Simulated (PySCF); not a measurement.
1,2,3,4-tetrahydro-2-naphthol, C10H12O.
SMILES with atom numbers: `[OH:1][C@@H:2]1[CH2:3][CH2:4][c:5]2[cH:6][cH:7][cH:8][cH:9][c:10]2[CH2:11]1` (hydrogens: H12 on O1; H13 on C2; H14, H15 on C3; H16, H17 on C4; H18 on C6; H19 on C7; H20 on C8; H21 on C9; H22, H23 on C11)

The same species was optimised twice, with GFN2-xTB and with PBE0-D3(BJ)/def2-SVP (PySCF), and the same property calculations (PySCF, gas phase) were run on both structures.

```json
{"coordinate": "C5–C10 (Å)", "GFN2-xTB": "1.393", "PBE0-D3(BJ)/def2-SVP": "1.407", "change": "+0.014"}
{"coordinate": "C7–C8 (Å)", "GFN2-xTB": "1.385", "PBE0-D3(BJ)/def2-SVP": "1.396", "change": "+0.011"}
{"coordinate": "C5–C6 (Å)", "GFN2-xTB": "1.391", "PBE0-D3(BJ)/def2-SVP": "1.401", "change": "+0.010"}
{"coordinate": "C9–C10 (Å)", "GFN2-xTB": "1.391", "PBE0-D3(BJ)/def2-SVP": "1.401", "change": "+0.010"}
{"coordinate": "C2–C11 (Å)", "GFN2-xTB": "1.532", "PBE0-D3(BJ)/def2-SVP": "1.522", "change": "-0.010"}
{"coordinate": "C8–C9 (Å)", "GFN2-xTB": "1.381", "PBE0-D3(BJ)/def2-SVP": "1.390", "change": "+0.009"}
{"coordinate": "C6–C7 (Å)", "GFN2-xTB": "1.381", "PBE0-D3(BJ)/def2-SVP": "1.390", "change": "+0.009"}
{"coordinate": "C2–C3 (Å)", "GFN2-xTB": "1.533", "PBE0-D3(BJ)/def2-SVP": "1.527", "change": "-0.006"}
{"coordinate": "C4–C5 (Å)", "GFN2-xTB": "1.505", "PBE0-D3(BJ)/def2-SVP": "1.511", "change": "+0.006"}
{"coordinate": "C10–C11 (Å)", "GFN2-xTB": "1.506", "PBE0-D3(BJ)/def2-SVP": "1.511", "change": "+0.005"}
{"coordinate": "C3–C4 (Å)", "GFN2-xTB": "1.526", "PBE0-D3(BJ)/def2-SVP": "1.523", "change": "-0.003"}
{"coordinate": "O1–C2 (Å)", "GFN2-xTB": "1.410", "PBE0-D3(BJ)/def2-SVP": "1.409", "change": "-0.001"}
{"coordinate": "C3–C4–C5 (°)", "GFN2-xTB": "112.8", "PBE0-D3(BJ)/def2-SVP": "113.8", "change": "+1.0"}
{"coordinate": "C9–C10–C11 (°)", "GFN2-xTB": "118.8", "PBE0-D3(BJ)/def2-SVP": "119.9", "change": "+1.1"}
{"coordinate": "C5–C10–C11 (°)", "GFN2-xTB": "122.0", "PBE0-D3(BJ)/def2-SVP": "121.1", "change": "-0.9"}
{"coordinate": "O1–C2–C3 (°)", "GFN2-xTB": "112.4", "PBE0-D3(BJ)/def2-SVP": "111.7", "change": "-0.7"}
{"coordinate": "C2–C11–C10 (°)", "GFN2-xTB": "113.2", "PBE0-D3(BJ)/def2-SVP": "112.5", "change": "-0.7"}
{"coordinate": "C4–C5–C6 (°)", "GFN2-xTB": "119.1", "PBE0-D3(BJ)/def2-SVP": "119.5", "change": "+0.4"}
{"coordinate": "O1–C2–C11 (°)", "GFN2-xTB": "111.8", "PBE0-D3(BJ)/def2-SVP": "111.5", "change": "-0.3"}
{"coordinate": "C3–C2–C11 (°)", "GFN2-xTB": "109.0", "PBE0-D3(BJ)/def2-SVP": "109.3", "change": "+0.3"}
```

Rotational constants: A = 2288, B = 878.2, C = 719.6 MHz (GFN2-xTB) against A = 2252, B = 883.8, C = 724.4 MHz (PBE0-D3(BJ)/def2-SVP). Point groups within 0.08 Å: C1 and C1.

On the GFN2-xTB structure: HOMO (eV) -7.01 [PBE0/pcSseg-1]; LUMO (eV) -0.33 [PBE0/pcSseg-1]; dipole (D) 1.42 [PBE0/pcSseg-1]; GIAO shielding of O1 (ppm) 285.4 [PBE0/pcSseg-1]; GIAO shielding of C2 (ppm) 118.6 [PBE0/pcSseg-1]; GIAO shielding of C3 (ppm) 154.6 [PBE0/pcSseg-1]; GIAO shielding of C4 (ppm) 160.8 [PBE0/pcSseg-1]; GIAO shielding of C5 (ppm) 47.6 [PBE0/pcSseg-1]; GIAO shielding of C6 (ppm) 51.7 [PBE0/pcSseg-1]; GIAO shielding of C7 (ppm) 55.0 [PBE0/pcSseg-1]; GIAO shielding of C8 (ppm) 54.6 [PBE0/pcSseg-1].

**Question.** What do these properties become on the PBE0-D3(BJ)/def2-SVP structure?

**Answer.** 
| property | level | on GFN2-xTB | on PBE0-D3(BJ)/def2-SVP | change |
| --- | --- | --- | --- | --- |
| HOMO (eV) | PBE0/pcSseg-1 | -7.01 | -7.00 | +0.01 |
| LUMO (eV) | PBE0/pcSseg-1 | -0.33 | -0.39 | -0.06 |
| dipole (D) | PBE0/pcSseg-1 | 1.42 | 1.42 | 0.00 |
| energy, GFN2-xTB geometry as zero (kcal/mol) | PBE0/pcSseg-1 | 0.0 | -0.5 | -0.5 |
| GIAO shielding of O1 (ppm) | PBE0/pcSseg-1 | 285.4 | 286.9 | +1.5 |
| GIAO shielding of C2 (ppm) | PBE0/pcSseg-1 | 118.6 | 119.1 | +0.5 |
| GIAO shielding of C3 (ppm) | PBE0/pcSseg-1 | 154.6 | 153.2 | -1.4 |
| GIAO shielding of C4 (ppm) | PBE0/pcSseg-1 | 160.8 | 159.1 | -1.7 |
| GIAO shielding of C5 (ppm) | PBE0/pcSseg-1 | 47.6 | 44.0 | -3.6 |
| GIAO shielding of C6 (ppm) | PBE0/pcSseg-1 | 51.7 | 49.5 | -2.2 |
| GIAO shielding of C7 (ppm) | PBE0/pcSseg-1 | 55.0 | 52.2 | -2.8 |
| GIAO shielding of C8 (ppm) | PBE0/pcSseg-1 | 54.6 | 52.3 | -2.3 |

The heavy atoms differ by 0.049 Å rms after alignment. Among bonds between heavy atoms C5–C10 changes most (+0.014 Å). Changes are differences of the printed values. Neither structure is proved a minimum here.
